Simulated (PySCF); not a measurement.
C2HF5, SMILES FC(F)C(F)(F)F, PBE0/def2-SVP optimised geometry.

```
8

F     -0.08    -0.28     1.09
C      0.37     0.35     0.00
F     -0.08     1.61     0.00
C     -0.15    -0.36    -1.25
F     -1.48    -0.38    -1.27
F      0.29     0.26    -2.33
F      0.29    -1.61    -1.26
H      1.48     0.35     0.00
```

Density from PBE0/def2-TZVP in PySCF at that geometry.

Minimum of the electron density along straight lines between bonded atoms, close to the bond critical point (lines longer than 1.1 times the sum of covalent radii, or with two minima, are not listed):

| bond | length / Å | ρ at the minimum / e bohr⁻³ | ∇²ρ there / e bohr⁻⁵ | position (fraction from the first atom) |
|---|---|---|---|---|
| F1–C2 | 1.338 | 0.279 | -0.24 | 0.67 |
| C2–F3 | 1.338 | 0.279 | -0.24 | 0.34 |
| C2–C4 | 1.530 | 0.277 | -0.81 | 0.49 |
| C4–F5 | 1.324 | 0.296 | -0.40 | 0.34 |
| C4–F6 | 1.329 | 0.292 | -0.40 | 0.34 |
| C4–F7 | 1.329 | 0.292 | -0.40 | 0.34 |
| C2–H8 | 1.104 | 0.291 | -1.08 | 0.66 |
